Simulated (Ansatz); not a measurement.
`Cl[Si]1(Br)CC1`. Charge 0, multiplicity 1. Correlated methods include outer-core shells of Br, which these sets cover unevenly. Scalar relativity is left out up to krypton.

| atom | x (Å) | y (Å) | z (Å) |
| --- | --- | --- | --- |
| Cl1 | -0.9489 | 2.5548 | 0.0017 |
| Si2 | -0.5789 | 0.6224 | -0.5104 |
| Br3 | -1.6345 | 0.0800 | -2.3569 |
| C4 | 1.0047 | -0.1549 | -0.0808 |
| C5 | -0.2465 | -0.6205 | 0.7708 |
| H6 | 1.4369 | -0.9104 | -0.7291 |
| H7 | 1.7553 | 0.4104 | 0.4629 |
| H8 | -0.2337 | -0.3307 | 1.8169 |
| H9 | -0.5542 | -1.6510 | 0.6248 |

(1) Give the diagnostics of a CCSD(T)/def2-TZVPP run (frozen core, the Gaussian-basis code of Ansatz). (Estimate.)

Answers

(1) The calculation gave: T1 = 0.0086, largest single amplitude 0.014, largest double 0.020, (T) share of the correlation energy 4.1 %, 8 CCSD cycles. The RHF solution is stable towards an unrestricted one. T1 lies under the customary mark of 0.02 for closed shells.
